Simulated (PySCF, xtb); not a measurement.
C₂H₄FNOSi. Atoms are numbered in the order given.

```xyz
10

O      1.8658    -0.8071     0.1908
Si     0.2994    -0.6339     0.7093
C     -1.1270    -1.0455    -0.4695
N     -1.4810     0.1779    -0.7077
C     -0.5768     0.9863     0.1414
F      0.2127     1.7986    -0.6526
H      2.0897    -0.3518    -0.6317
H      0.3006    -1.1521     2.1065
H     -1.6668    -1.8779    -0.9487
H     -1.1660     1.6357     0.8137
```
Charge 0, spin multiplicity 1.

Geometry optimised at r2SCAN-D4/def2-SVP. The structure was generated by enumeration; whether it is a known compound was not checked. Other conformers were not sampled.

Level of theory: IEF-PCM-M06-2X/def2-SVP (PySCF 2.14.0).

The values are the electrostatic part of the solvation free energy, E(continuum) − E(gas) at the gas-phase geometry, in a cavity of scaled van der Waals radii (PySCF's table); cavitation and dispersion terms are not included. In vacuum the orbital gap is 8.26 eV. The dipole moment in vacuum is 1.61 D.

Computed values in water (ε = 78.36), chloroform (ε = 4.71), acetonitrile (ε = 35.69):
```tsv
solvent	ε	ΔG(elec) (kcal/mol)	dipole (D)	gap (eV)
water	78.36	-7.4	2.08	8.39
chloroform	4.71	-5.2	1.94	8.35
acetonitrile	35.69	-7.2	2.07	8.38
```

For comparison, GFN2-xTB/ALPB(water) (xtb, at the GFN2-xTB geometry, all terms of that model) gives -8.7 kcal/mol.
